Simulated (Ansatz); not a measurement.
`C[SiH2]/N=C/F` + `C[SeH]` → `C[SiH2][Se]C` + `N=CF` at 700 K and 1 bar (ligand exchange at the Si–N bond).

Gas-phase electronic energies from Ansatz, PBE0-D4/def2-TZVP geometries. CCSD(T)/CBS adds triple-zeta CCSD(T) − MP2 to the extrapolated MP2 energy (def2 sets, frozen cores). This one scheme is used for every species. For Se outer-core shells are correlated without core-valence functions, which leaves a few kJ/mol of doubt a bond. Scalar relativity is left out up to krypton. Each species was taken in one conformer, which may not be the lowest.

```csv
species,CCSD(T)/CBS energy (Eh),H − E (kJ/mol),S (J/(mol·K))
`C[SiH2]/N=C/F`,-523.29934,281.9,461.5
`C[SeH]`,-2441.15625,157.6,325.3
`C[SiH2][Se]C`,-2770.73796,324.8,490.5
`N=CF`,-193.72220,122.2,297.1
```

H − E and S are ideal-gas, rigid-rotor, harmonic terms from PBE0-D4/def2-TZVP, for one conformer and one mirror image of each species. 1 Eh = 2625.50 kJ/mol, R = 8.31446 J/(mol·K).

Problem. By hand: ΔE, ΔH, ΔS and ΔG.

Solution. ΔE = (-2770.73796) + (-193.72220) − (-523.29934) − (-2441.15625) = -0.00457 Eh = -12.0 kJ/mol. Δ(H − E) = 324.8 + 122.2 − 281.9 − 157.6 = 7.5, so ΔH = -4.5 kJ/mol. ΔS = 490.5 + 297.1 − 461.5 − 325.3 = 0.8 J/(mol·K). ΔG = -4.5 − 700 × (0.8)/1000 = -5.1 kJ/mol.

Problem. By hand: the equilibrium constant, and the temperature at which ΔG would vanish if ΔH and ΔS stayed fixed.

Solution. log₁₀ K = −ΔG/(RT ln 10) = 0.4. ΔH and −TΔS have one sign here, so there is no such temperature. One of them is within its doubt of zero, so this could turn.

The number of gas molecules stays the same, so ΔS is small and ΔH decides. The sign of ΔG lies within the doubt. A doubt of 5 kJ/mol in ΔE shifts log₁₀ K by 0.4 here. Other conformers and mirror images would add mixing entropy, several J/(mol·K) or more a flexible species. Modes under 60 cm⁻¹, often nearly free rotors, make the harmonic entropy too high. These are equilibria of isolated gas molecules and say nothing of rates. Largest T1 diagnostic: 0.013 (customary marks: 0.02 for closed shells, 0.045 for open ones).
